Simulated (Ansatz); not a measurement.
Level of theory: frozen-core CCSD(T)/def2-TZVPP // BP86-D3(BJ)/def2-SVP in Ansatz (a program for electronic structure).

Ansatz 0.2 input:
```yaml
crystal:
  periodic: [false, false, false]
  atoms:
    - { symbol: Sc, position_ang: [0.023209, 0.102674, -0.08167] }
    - { symbol: N, position_ang: [-0.83133, -1.373399, 0.948404] }
    - { symbol: H, position_ang: [-0.59929, -2.375306, 0.903903] }
    - { symbol: H, position_ang: [-1.592188, -1.281741, 1.635815] }
    - { symbol: N, position_ang: [1.496485, -0.290018, -1.364358] }
    - { symbol: H, position_ang: [1.903766, -1.210274, -1.580734] }
    - { symbol: H, position_ang: [2.006694, 0.395635, -1.938405] }
    - { symbol: N, position_ang: [-0.594268, 1.978754, 0.177015] }
    - { symbol: H, position_ang: [-0.231719, 2.820218, -0.292096] }
    - { symbol: H, position_ang: [-1.339373, 2.297859, 0.811704] }
basis:
  gaussian: { orbitals: def2-TZVPP }
correlation:
  method: ccsd_t
```

Output:

```
Functional definition: HF
1465 factors; integrals over basis functions are off by at most 1.2e-3 eV
mean field evaluation 1: about -25210.0567 eV, gradient 6.8e1 eV
mean field evaluation 2: about -25210.1187 eV, gradient 6.8e1 eV
mean field evaluation 4: about -25219.2584 eV, gradient 3.3e0 eV
mean field evaluation 8: about -25219.3438 eV, gradient 3.3e-1 eV
mean field evaluation 16: about -25219.3444 eV, gradient 1.6e-6 eV
mean field evaluation 32: about -25190.1876 eV, gradient 6.1e0 eV
mean field evaluation 64: about -25205.6477 eV, gradient 8.3e-3 eV
mean field -25219.34437395 eV, -926.7938114572 hartree, gradient 1.6e-6 eV, S^2 0.000000; 2 other end points of the search recorded, 0 dependent functions left out
8 core orbitals not correlated
reference -25219.34437395 eV, -926.7938114572 hartree; 16, 16 occupied and 217, 217 virtual orbitals, 1465 factors
second order -26.17269818 eV of doubles, -0.00000000 eV of singles
cycle   1  -26.34373644 eV  change   -1.7e-1 eV  update   1.2e-1
cycle   2  -26.88299043 eV  change   -5.4e-1 eV  update   4.1e-2
cycle   3  -27.06032554 eV  change   -1.8e-1 eV  update   2.4e-2
cycle   4  -27.05818819 eV  change    2.1e-3 eV  update   7.3e-3
cycle   5  -27.05256000 eV  change    5.6e-3 eV  update   3.5e-3
cycle   6  -27.05370718 eV  change   -1.1e-3 eV  update   1.2e-3
cycle   7  -27.05318264 eV  change    5.2e-4 eV  update   4.0e-4
cycle   8  -27.05316836 eV  change    1.4e-5 eV  update   1.1e-4
cycle   9  -27.05320885 eV  change   -4.0e-5 eV  update   4.7e-5
cycle  10  -27.05318879 eV  change    2.0e-5 eV  update   1.5e-5
perturbative correction -1.07722668 eV, -0.0395873504 hartree
Total energy: -25247.47478943 eV, -927.8275851584 hartree
```

Cost: around 9 core-minutes (rough).
